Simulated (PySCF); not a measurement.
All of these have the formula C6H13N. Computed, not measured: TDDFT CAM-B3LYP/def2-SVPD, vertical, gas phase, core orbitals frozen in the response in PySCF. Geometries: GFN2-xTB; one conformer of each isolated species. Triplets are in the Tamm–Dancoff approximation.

Problem. Rank by computed HOMO energy, lowest first.
A. `C1C[C@@H](CCC)N1`
B. `CNCC/C=C\C`
C. `C[C@@H](N)C1CCC1`
D. `C=NCC(C)(C)C`
E. `C=C(CC)N(C)C`

Solution. D (-8.62 eV), C (-8.25 eV), A (-7.81 eV), B (-7.65 eV), E (-6.99 eV).

| SMILES | HOMO (eV) | first f ≥ 0.01 (nm) | S1 (eV) | T1 (eV) | gap (eV) | α (au) | S1 mainly |
| --- | --- | --- | --- | --- | --- | --- | --- |
| C=NCC(C)(C)C | -8.62 | 171 | 4.86 | 4.05 | 9.43 | 81.5 | H→L (96%) |
| C[C@@H](N)C1CCC1 | -8.25 | 194 | 6.38 | 6.08 | 9.67 | 78.2 | H→L (69%) |
| CCC[C@@H]1CCN1 | -7.81 | 177 | 6.04 | 5.77 | 9.30 | 78.9 | H→L (76%) |
| C/C=C\CCNC | -7.65 | 190 | 5.99 | 4.33 | 8.93 | 82.0 | H→L (81%) |
| C=C(CC)N(C)C | -6.99 | 223 | 5.56 | 4.14 | 8.29 | 83.9 | H→L (88%) |

H and L stand for HOMO and LUMO.

- `C=NCC(C)(C)C`: Löwdin shares by element: HOMO nitrogen 57%, carbon 23% or more, hydrogen 6% or more; LUMO carbon 35% or more, nitrogen 33%, hydrogen 18% or more.
- `C[C@@H](N)C1CCC1`: Löwdin shares by element: HOMO nitrogen 59%, carbon 20% or more, hydrogen 6% or more (atoms not listed hold the other 15%); LUMO hydrogen 23% or more, carbon 20% or more (atoms not listed hold the other 58%).
- `CCC[C@@H]1CCN1`: Löwdin shares by element: HOMO nitrogen 57%, carbon 19% or more, hydrogen 5% or more (atoms not listed hold the other 20%); LUMO hydrogen 24% or more, carbon 21% or more (atoms not listed hold the other 55%).
- `C/C=C\CCNC`: Löwdin shares by element: HOMO nitrogen 56%, carbon 26% or more (atoms not listed hold the other 18%); LUMO carbon 45% or more (atoms not listed hold the other 55%).
- `C=C(CC)N(C)C`: Löwdin shares by element: HOMO carbon 47% or more, nitrogen 33% (atoms not listed hold the other 20%); LUMO carbon 37% or more, hydrogen 7% or more (atoms not listed hold the other 56%).
